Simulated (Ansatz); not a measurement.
Harmonic vibrations of the cluster Na₂Sb by finite differences.

```yaml
crystal:
  periodic: [false, false, false]
  atoms:
    - {symbol: Na, position_ang: [-0.421372, 1.082619, 1.834986]}
    - {symbol: Na, position_ang: [0.375235, 0.211785, -2.128642]}
    - {symbol: Sb, position_ang: [0.046137, -1.294404, 0.293656]}
basis:
  gaussian: {orbitals: def2-TZVP}
magnetization: {spin_polarized: true, initial_magnetization: 1}
hamiltonian: {xc: pbe0, dispersion: d4}
scf: {omitted_lower_state_checks: [starts]}
phonons: {temperatures: {t_min: 298.15, t_max: 900, t_step: 200}}
```

```sh
$ ansatz run in.yaml --threads 4 --pin off --events-out ev --progress --plain --max-ram 3916MiB
```

It prints (some lines left out):

```
Functional definition: PBE0
mean field -15365.35940325 eV, -564.6665430549 hartree, gradient 1.2e-5 eV, S^2 0.774272; 0 other end points of the search recorded, 0 dependent functions left out
mean field -15365.35940583 eV, -564.6665431496 hartree, gradient 1.8e-6 eV, S^2 0.774241; 0 other end points of the search recorded, 0 dependent functions left out
mean field -15365.35939334 eV, -564.6665426906 hartree, gradient 1.8e-6 eV, S^2 0.774304; 0 other end points of the search recorded, 0 dependent functions left out
mean field -15365.35939997 eV, -564.6665429343 hartree, gradient 1.8e-6 eV, S^2 0.774217; 0 other end points of the search recorded, 0 dependent functions left out
mean field -15365.35939954 eV, -564.6665429184 hartree, gradient 1.8e-6 eV, S^2 0.774327; 0 other end points of the search recorded, 0 dependent functions left out
mean field -15365.35938982 eV, -564.6665425612 hartree, gradient 1.8e-6 eV, S^2 0.774334; 0 other end points of the search recorded, 0 dependent functions left out
mean field -15365.35940129 eV, -564.6665429828 hartree, gradient 1.8e-6 eV, S^2 0.774211; 0 other end points of the search recorded, 0 dependent functions left out
mean field -15365.35940014 eV, -564.6665429406 hartree, gradient 1.8e-6 eV, S^2 0.774231; 0 other end points of the search recorded, 0 dependent functions left out
mean field -15365.35940343 eV, -564.6665430615 hartree, gradient 1.8e-6 eV, S^2 0.774313; 0 other end points of the search recorded, 0 dependent functions left out
mean field -15365.35939206 eV, -564.6665426434 hartree, gradient 1.8e-6 eV, S^2 0.774243; 0 other end points of the search recorded, 0 dependent functions left out
mean field -15365.35939308 eV, -564.6665426809 hartree, gradient 1.8e-6 eV, S^2 0.774302; 0 other end points of the search recorded, 0 dependent functions left out
mean field -15365.35939979 eV, -564.6665429278 hartree, gradient 1.8e-6 eV, S^2 0.774368; 0 other end points of the search recorded, 0 dependent functions left out
mean field -15365.35939694 eV, -564.6665428229 hartree, gradient 1.8e-6 eV, S^2 0.774177; 0 other end points of the search recorded, 0 dependent functions left out
Total energy: -15365.40719851 eV, -564.6682994981 hartree
Atom 0 at    -0.421372     1.082619     1.834986 Å, force    -0.000008     0.000154    -0.000019 eV/Å
Atom 1 at     0.375235     0.211785    -2.128642 Å, force     0.000002     0.000166    -0.000079 eV/Å
Atom 2 at     0.046137    -1.294404     0.293656 Å, force     0.000007    -0.000319     0.000099 eV/Å
Dipole moment:    -0.051300     1.439252    -0.326517 e Å
Vibrations: 60.16 211.28 216.08 cm⁻¹, zero-point energy 0.030223 eV
Checks for a lower state left out: starts
```

Run time 24 s (4 threads of Arm Neoverse V1 on a shared host).

In the def2 sets Sb takes a core potential; there is no spin–orbit coupling. The relaxation made no stability test and no search for a lower SCF solution. The structure comes from a short search, and lower isomers may exist.
